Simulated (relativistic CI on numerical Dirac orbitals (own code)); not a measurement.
**Charge states of tellurium**

Calculated at this level of theory: Dirac-Coulomb-Breit CI, orbitals from a KLI potential per configuration, model QED (radiative potential, 1s self-energy scaled to tabulated hydrogen-like ionisation energies), valence Slater integrals scaled by 0.9 (own radial code, finite nucleus).

Each species is treated in one configuration, given outside its closed core. Radial values are for the open shell of highest l, unscaled and averaged over j; ζ includes the Breit term. Labels give the leading LS character, summed over repeated terms.

```tsv
Ion	Configuration	Its lowest level	LS weight (%)	g_J	g√(J(J+1))	Next level	E (cm⁻¹)	F² (cm⁻¹)	F⁴ (cm⁻¹)
Te	4d10 5s2 5p4	3P_2	94	1.469	3.60	3P_1	4737.2	38710	
Te+	4d10 5s2 5p3	4S°_3/2	95	1.964	3.80	2D°_3/2	12501	42180	
Te2+	4d10 5s2 5p2	3P_0	95		0.00	3P_1	4519.8	45060	
Te3+	4d10 5s2 5p	2P°_1/2	100	0.666	0.58	2P°_3/2	9240.1		
Te4+	4d10 5s2	1S_0	100		0.00				
Te5+	4d10 5s	2S_1/2	100	2.002	1.73				
Te6+	4d10	1S_0	100		0.00				
Te7+	4d9	2D_5/2	100	1.200	3.55	2D_3/2	12074		
Te8+	4d8	3F_4	98	1.244	5.56	3F_3	10889	112400	75180
Te9+	4d7	4F_9/2	91	1.312	6.53	4F_7/2	9810.5	115000	77110
Te10+	4d6	5D_4	91	1.475	6.59	5D_3	7184	117500	78950
Te11+	4d5	6S_5/2	93	1.971	5.83	J = 5/2 (mixed)	36746	119900	80730
Te12+	4d4	5D_0	77		0.00	5D_1	4803.5	122200	82440
Te13+	4d3	?	?	?	?	?	?	?	?
Te14+	4d2	3F_2	91	0.697	1.71	3F_3	13219	126600	85690
Te15+	4d	2D_3/2	100	0.798	1.55	2D_5/2	17427		
Te16+	3d10 4s2 4p6	1S_0	100		0.00				
Te17+	3d10 4s2 4p5	2P°_3/2	100	1.333	2.58	2P°_1/2	100790		
Te18+	3d10 4s2 4p4	3P_2	78	1.388	3.40	3P_0	35981	144000	
Te19+	3d10 4s2 4p3	J = 3/2 (mixed)	46	1.543	2.99	2D°_3/2	85060	145500	
Te20+	3d10 4s2 4p2	3P_0	80		0.00	3P_1	88437	146900	
Te21+	3d10 4s2 4p	2P°_1/2	100	0.664	0.57	2P°_3/2	112450		
Te22+	3d10 4s2	1S_0	100		0.00				
Te23+	3d10 4s	2S_1/2	100	2.000	1.73
```

**Question.** Fill in the row of Te13+.

**Answer.** Its lowest level 4F_3/2; LS weight (%) 89; g_J 0.450; g√(J(J+1)) 0.87; Next level 4F_5/2; E (cm⁻¹) 8074.9; F² (cm⁻¹) 124400; F⁴ (cm⁻¹) 84090.

With one configuration, terms of near-neutral atoms and ions can be 10 to 25 % off, and close levels can change places.
